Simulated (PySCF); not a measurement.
WOBr4, SMILES [Br][W]([Br])([Br])(=[O])[Br], multiplicity 1. Atoms are numbered in the order given.

```xyz
6

W      0.0000     0.0000     0.3821
O      0.0000     0.0000     2.0782
Br     0.0000     0.0000    -2.1713
Br     2.0853    -1.2040     0.2962
Br    -2.0853    -1.2040     0.2962
Br     0.0000     2.4079     0.2962
```
Charge 0, spin multiplicity 1.

Geometry optimised at PBE0-D3(BJ)/def2-SVP. The multiplicity is an assumed one; other spin states were not compared. The def2 effective core potentials stand for the cores of W; spin–orbit coupling is left out.

Level of theory: PBE/def2-TZVP (PySCF).

Symmetry labels are those of the subgroup Cs that the program uses (full group C3v).

Computed valence orbital energies around the gap with their symmetry:
```
orbital  symmetry  energy (eV)
-------  --------  -----------
HOMO−7         A'        -8.98
HOMO−6         A'        -8.53
HOMO−5         A"        -8.18
HOMO−4         A'        -7.97
HOMO−3         A"        -7.97
HOMO−2         A'        -7.42
HOMO−1         A"        -6.94
HOMO           A'        -6.94
LUMO           A"        -4.73
LUMO+1         A'        -4.73
LUMO+2         A'        -3.94
LUMO+3         A"        -3.94
```
